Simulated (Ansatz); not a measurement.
`[Cl][In]([Cl])[CH]1BO1` + `CN[SiH3]` → `C[NH][In]([Cl])[Cl]` + `[SiH3]C1BO1`  (redistribution)

Gas-phase electronic energies from Ansatz, PBE0-D4/def2-TZVP geometries. CBS: MP2 limit from def2 TZ/QZ plus the TZ coupled-cluster correction, frozen cores. Functionals use def2-TZVPP. B3LYP here is the variant with VWN-RPA as its local correlation; programs differ in this. HSE06 is defined as in plane-wave codes. Elements past krypton have def2 core potentials. For In outer-core shells are correlated without core-valence functions, which leaves a few kJ/mol of doubt a bond. Each species was taken in one conformer, which may not be the lowest.

Question: Is it downhill or uphill in electronic energy at CCSD(T)/CBS, and by how much? (An estimate is asked.)

Answer: Computed: Uphill: ΔE = +24.1 kJ/mol.

Question: What do these levels give: LDA (SPW92), revPBE-D4, BLYP-D4, r2SCAN-D4, PBE0-D4, B2PLYP, r2SCAN, B3LYP, r2SCAN0, HSE06, MP2/def2-SVP, CCSD/CBS(def2)? (Best estimate.)

Answer: Computed: LDA (SPW92) 28.4, revPBE-D4 28.7, BLYP-D4 29.5, r2SCAN-D4 29.2, PBE0-D4 29.6, B2PLYP 28.8, r2SCAN 29.2, B3LYP 31.1, r2SCAN0 31.3, HSE06 29.8, MP2/def2-SVP 21.6, CCSD/CBS(def2) 25.5 kJ/mol.

Largest T1 diagnostic among the species: 0.016.

Leaving LDA and LC-ωPBE aside and taking each functional with its dispersion term where it has one, the values, not all of them listed here, spread over 5.3 kJ/mol, from ωB97X-V to BHLYP-D4. In def2-TZVPP, CCSD(T) changes the Hartree–Fock value by −5.7 kJ/mol (the triples alone add −1.5 kJ/mol) and MP2 by −4.0 kJ/mol. At CCSD(T), def2-SVP lies −3.0 kJ/mol from the extrapolated value and def2-TZVPP +3.0 kJ/mol.
